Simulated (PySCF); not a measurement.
C4H7O2, SMILES C[CH]OC(C)=O, multiplicity 2. Atoms are numbered in the order given.

```xyz
13

C      2.5436     0.6521     0.1306
C      1.3251    -0.1507     0.3509
O      0.1552     0.4470    -0.0502
C     -0.9910    -0.3012    -0.0674
C     -2.1571     0.5479    -0.4785
O     -1.0184    -1.4700     0.2251
H      3.4034     0.1913     0.6380
H      2.8011     0.7440    -0.9451
H      2.4204     1.6794     0.5144
H      1.2840    -1.2315     0.5014
H     -1.9338     1.0818    -1.4140
H     -2.3478     1.3124     0.2911
H     -3.0455    -0.0825    -0.5989
```
Charge 0, spin multiplicity 2.

Coordinates come from a r2SCAN-D4/def2-SVP optimisation. The isomer is the one that the SMILES or the coordinates give; other isomers of the formula were not compared. The values are those of a single conformer.

Level of theory: PBE/pcH-1 (PySCF).

Unrestricted Kohn–Sham, ⟨S²⟩ = 0.753. Hyperfine tensors hold the contact and dipolar terms, without spin-orbit corrections.

Computed hyperfine couplings:
```
nucleus    A(iso) (MHz)  A(iso) (G)  dipolar principal values (MHz)
---------  ------------  ----------  ------------------------------
13C no. 1         -26.5        -9.5                 -2.2, -0.5, 2.7
13C no. 2         107.3        38.3             -76.2, -75.1, 151.3
17O no. 3          -6.0        -2.1               -25.2, 11.5, 13.7
13C no. 4           6.4         2.3                -7.1, -4.6, 11.7
13C no. 5          -4.1        -1.5                  -0.6, 0.1, 0.5
17O no. 6          -1.0        -0.4                 -14.0, 6.6, 7.5
1H no. 7            9.9         3.5                 -4.9, -3.9, 8.8
1H no. 8          136.3        48.6                 -4.5, -2.9, 7.3
1H no. 9           62.2        22.2                 -4.4, -4.3, 8.8
1H no. 10         -51.3       -18.3               -32.9, -1.1, 34.0
1H no. 11           8.8         3.1                 -1.7, -1.3, 3.0
1H no. 12          11.8         4.2                 -1.7, -1.2, 2.9
1H no. 13          -0.6        -0.2                 -1.1, -1.1, 2.2
```
